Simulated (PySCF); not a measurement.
# How the method changes the constants of RbH

State: ¹Σ⁺ (singlet), closed shell. Set-up: Rb def2-TZVP with ECP28, H def2-TZVP; scalar-relativistic core potentials (PySCF 2.14). De refers to Rb + H in their ground configurations, without counterpoise correction. A positive dipole means Rb(−)H(+).

```tsv
Level	Re (Å)	ωe (cm⁻¹)	De (eV)	μ (D)
RHF	2.488	898	0.73	-9.72
RHF-MP2	2.417	934	1.17	n/a
RHF-SCS-MP2	2.425	928	1.30	n/a
RHF-CCSD	2.432	897	1.37	n/a
RHF-CCSD(T)	2.431	895	1.39	n/a
PBE	2.422	889	1.63	-7.45
PW91	2.417	895	1.68	-7.47
TPSS	2.416	911	1.89	-7.94
r²SCAN	2.438	900	1.66	-8.48
r²SCANh	2.434	908	1.63	-8.61
PBE0	2.417	917	1.56	-8.24
```

Q: Which functional lies closest to RHF-CCSD(T) in De, which farthest, and by how much do they differ from it?

A: Closest is PBE0 (-1.4 pm in Re, +2.5 % in ωe, +0.17 eV in De against RHF-CCSD(T) in the same basis), farthest TPSS (-1.5 pm in Re, +1.8 % in ωe, +0.50 eV in De). CCSD(T) converges more slowly with the basis than the functionals do and binds too weakly in this one, so the order can change at the basis-set limit.

Q: What does a quarter of exact exchange do here, going from PBE to PBE0?

A: PBE0 less PBE: -0.5 pm in Re, +3.1 % in ωe, -0.07 eV in De. Exact exchange removes part of the self-interaction that spreads semilocal densities, and in most molecules shortens and stiffens the bond and lowers De; so it does here.

Q: What does the step from GGA to meta-GGA do here, going from PBE to r²SCAN?

A: r²SCAN less PBE: +1.6 pm in Re, +1.2 % in ωe, +0.03 eV in De. 

Measured (Huber and Herzberg, Constants of Diatomic Molecules (1979)): Re = 2.367 Å, ωe = 936.94 cm⁻¹.

Correlated steps freeze no core orbitals. Where the molecule has an RHF reference, its open-shell atoms are computed with UHF. The CCSD T1 diagnostic is raised, a sign that a single reference may not be enough here.

The whole job (state search and all levels along the bond) took about 0.78 min on 1 thread of Arm Neoverse V1 (shared host), peak memory 0.46 GiB.
